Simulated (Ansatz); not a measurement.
Cs4 (the lowest singlet isomer of a short search) was relaxed with r2SCAN (def2-TZVP) in Ansatz in these states: neutral quintet, neutral triplet. The geometries follow in no particular order.

In the def2 sets Cs takes a core potential; there is no spin–orbit coupling.

A:

```xyz
4

Cs    2.5696   -4.2018    1.2773
Cs   -2.3768   -1.3392    0.3739
Cs    2.3761    1.3361   -0.3827
Cs   -2.5689    4.2049   -1.2685
```

B:

```
atom   x (Å)   y (Å)   z (Å)
 Cs1  -1.218   3.946  -0.995
 Cs2  -2.486  -0.372   1.567
 Cs3   2.488   0.373  -1.565
 Cs4   1.216  -3.947   0.992
```

Q: Judge from the bond lengths which geometry belongs to which state (an estimate).

A: A is the neutral quintet (Cs1–Cs2 5.786 Å, Cs2–Cs4 5.785 Å, Cs3–Cs4 5.785 Å); B is the neutral triplet (Cs1–Cs2 5.178 Å, Cs2–Cs4 5.179 Å, Cs3–Cs4 5.179 Å).

At r2SCAN/def2-TZVP the charge 0 triplet is spin-contaminated (final ⟨S²⟩ up to 2.17, 2.00 for a pure state). At PBE0/def2-TZVP a broken-symmetry singlet lies 0.87 eV below the neutral quintet. At PBE0/def2-TZVP a broken-symmetry singlet lies 0.09 eV below the neutral triplet. These are the stationary points nearest to one start from a short search; other shapes may lie lower in each state.
